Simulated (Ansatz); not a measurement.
C$_{4}$H$_{11}$Al (`C[CH2][AlH][CH2]C`) at its PBE0-D4/def2-TZVP geometry, where that method's forces vanish. Total charge 0; spin multiplicity 1.

```xyz
16

C     0.1650   -2.0256    0.2119
C    -0.9274   -1.2749    0.9705
Al   -1.0208    0.6824    0.8462
C     0.1024    1.8259   -0.2880
C     1.0950    1.1839   -1.2549
H     0.1085   -1.8462   -0.8646
H     0.1027   -3.1081    0.3620
H     1.1643   -1.7156    0.5290
H    -0.8778   -1.5139    2.0423
H    -1.9184   -1.6457    0.6693
H    -2.1141    1.4136    1.7530
H     0.6293    2.5078    0.3957
H    -0.5845    2.4883   -0.8338
H     0.5930    0.5407   -1.9827
H     1.6599    1.9300   -1.8227
H     1.8229    0.5576   -0.7332
```

Question: What forces (eV/Å) does B3LYP-D4/def2-TZVPP give on these atoms in the Gaussian-basis code of Ansatz? (Estimate.)

Answer: The calculation gave: 
```
C1   0.166 -0.122 -0.117
C2  -0.179  0.049  0.131
Al3 -0.106  0.071  0.088
C4  -0.122  0.152  0.118
C5   0.157 -0.093 -0.151
H6   0.007 -0.013  0.050
H7   0.012  0.046 -0.013
H8  -0.042 -0.017 -0.019
H9  -0.001  0.000 -0.049
H10  0.046  0.006  0.015
H11  0.065 -0.043 -0.054
H12 -0.018 -0.025 -0.037
H13  0.038 -0.025  0.019
H14  0.028  0.026  0.030
H15 -0.019 -0.041  0.019
H16 -0.031  0.029 -0.030
```

B3LYP here is the variant with VWN-RPA as its local correlation; programs differ in this.
